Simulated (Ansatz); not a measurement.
A nudged elastic band was laid between two geometries of BH₄SSe (7 atoms, charge 1, multiplicity 1).

Level of theory: RKS BHLYP-D4/def2-SVP in Ansatz 0.2.0.

```yaml
movable_images: 5
climbing_image: yes
spring: 5.0 eV/Å²
optimiser: quadratic models (default)
start_path: through a guess of the saddle point
force_threshold: 0.05 eV/Å
iteration_limit: 60
end_points: relaxed
```

Image 0:

```xyz
7
Properties=species:S:1:pos:R:3
B -1.459 0.455 -0.661
Se -0.660 -0.537 0.777
S 1.537 -0.160 0.222
H -2.647 0.416 -0.604
H -0.801 1.016 -1.474
H 2.015 0.230 1.424
H 2.016 -1.420 0.315
```

Image 6:

```xyz
7
Properties=species:S:1:pos:R:3
B -0.282 0.278 -0.332
Se -1.683 -0.872 0.126
S 1.521 -0.332 -0.126
H -2.727 0.047 -0.327
H -0.321 1.359 -0.816
H 2.040 0.707 0.560
H 1.451 -1.187 0.915
```

Problem. Which bonds break or form, and what moves?

Solution. Bonds broken: B1–H4, Se2–S3. Bonds formed: B1–S3, Se2–H4.

Problem. What energy profile does the band end with?

Solution. The run converged. The highest image is number 2 of 0 to 6, 99.1 kJ/mol above the first end and 188.7 kJ/mol above the last; the last end lies 89.6 kJ/mol below the first. A vibrational analysis at the climbing image gives one clearly imaginary mode, 250i cm⁻¹: a first-order saddle point. The orbitals stay closed-shell, which can raise the energy where a bond breaks towards radicals; this wasn't checked here. Limits of this set-up: the dipole of an ion depends on the origin.

```csv
image,path coordinate (Å),energy (kJ/mol),B1–H4 (Å),Se2–S3 (Å),B1–S3 (Å)
0,0.00,0.0,1.19,2.30,3.18
1,0.95,27.5,1.22,2.42,3.61
2,1.89,99.1,1.84,3.12,3.81
3,2.84,81.7,2.26,3.38,3.29
4,3.79,-2.9,2.48,3.34,2.43
5,4.74,-80.3,2.48,3.27,1.95
6,5.69,-89.6,2.46,3.26,1.91
```

Problem. What is the geometry of the highest image?

Solution. 
```xyz
7
Properties=species:S:1:pos:R:3:forces:R:3
B -1.325 0.782 -1.069 0.00 -0.02 0.03
Se -1.117 -0.288 0.348 -0.02 0.03 -0.03
S 2.002 -0.334 0.423 0.01 -0.01 0.00
H -2.594 -0.024 -0.004 0.01 0.00 0.00
H -1.540 1.483 -1.992 0.01 0.00 0.00
H 2.290 0.012 1.687 0.00 0.00 0.00
H 2.285 -1.633 0.607 0.00 0.01 0.00
```

Problem. What are the harmonic wavenumbers there?

Solution. 250i, 94, 109, 230, 291, 310, 418, 688, 723, 933, 1232, 2126, 2777, 2796, 2888 cm⁻¹.

Time of the run: 3.4 min on 2 threads of Arm Neoverse V2 (shared host), peak memory 0.17 GiB.
